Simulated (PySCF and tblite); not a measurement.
## C6H8FNS, numbered as in [CH3:1][CH:2]([CH3:3])[c:4]1[s:5][n:6][cH:7][c:8]1[F:9]: conformational analysis

Free energies: PBE0-D3(BJ)/pcSseg-1 on GFN2-xTB structures plus GFN2-xTB thermal terms, symmetry and mirror images included. Conformers within 2.5 kcal/mol (GFN2-xTB free energy) were kept, 2 at most. GIAO shieldings: PBE0/pcSseg-1. Shifts are against TMS (¹H), TMS (¹³C), CFCl3 (¹⁹F), NH3 (¹⁵N) at the same level. (PySCF 2.14, tblite 0.8.)

Torsions listed: C1–C2–C4–S5.

```tsv
conformer	shape	symmetry	E(GFN2) kcal/mol	E(DFT) kcal/mol	G(298.15 K) kcal/mol	weight %	dipole D
1	61°	Cs	0.00	0.16	0.00	54.7	2.26
2	-119°	Cs	0.77	0.00	0.11	45.3	2.22
```

Weights (%) against temperature:

| T (K) | 1 | 2 | S(mix) cal/mol/K |
| --- | --- | --- | --- |
| 250 | 54.0 | 46.0 | 1.37 |
| 298.15 | 54.7 | 45.3 | 1.37 |
| 350 | 55.3 | 44.7 | 1.37 |

Averaged shifts at 298.15 K. ¹H: 8.24 (H7, 1H), 3.10 (H2, 1H), 1.41 (H1/H3, 6H) ppm. ¹³C: 167.2 (C4), 162.0 (C8), 151.4 (C7), 30.7 (C2), 27.4 (C1/C3) ppm. ¹⁹F: -163.3 (F9) ppm. ¹⁵N: 330.6 (N6) ppm.

Coordinates of conformer 1 (Å):

```xyz
17

C    -1.337   -0.189    1.440
C    -0.807    0.374    0.120
C    -1.667   -0.099   -1.054
C     0.611   -0.041   -0.083
S     1.120   -1.682   -0.207
N     2.697   -1.323   -0.405
C     2.898   -0.034   -0.387
C     1.734    0.736   -0.205
F     1.725    2.078   -0.157
H    -0.726    0.149    2.275
H    -2.358    0.144    1.603
H    -1.322   -1.276    1.417
H    -0.828    1.469    0.162
H    -1.657   -1.185   -1.111
H    -2.693    0.235   -0.921
H    -1.291    0.302   -1.992
H     3.893    0.355   -0.505
```

Coordinates of conformer 2 (Å):

```xyz
17

C    -1.220    1.399   -0.544
C    -0.845   -0.077   -0.701
C    -1.597   -0.943    0.314
C     0.629   -0.251   -0.527
S     1.662   -0.867   -1.758
N     3.024   -0.760   -0.869
C     2.774   -0.284    0.321
C     1.423    0.020    0.560
F     0.973    0.518    1.724
H    -2.288    1.529   -0.705
H    -0.976    1.748    0.456
H    -0.684    2.009   -1.267
H    -1.107   -0.406   -1.712
H    -1.358   -0.632    1.328
H    -2.669   -0.843    0.165
H    -1.326   -1.991    0.199
H     3.577   -0.155    1.025
```

Unscaled ¹⁹F and ¹⁵N shifts at such levels can be off by tens of ppm; differences between conformers or isomers are more reliable. Shifts are unscaled: against experiment ¹³C can be off by 15 ppm or more and ¹H by 0.8 ppm.

Search and properties took 70 s on 1 thread of Arm Neoverse V1, on a host shared with other jobs (rough), launched as `OMP_NUM_THREADS=1 python ens_run.py task.json out`.


¹⁵N shifts are against a computed isolated NH3 molecule, about 20 ppm from the liquid.

Conformer gaps in pcSseg-1 on xTB geometries can be 2 kcal/mol off for S=O, P=O and other polar bonds.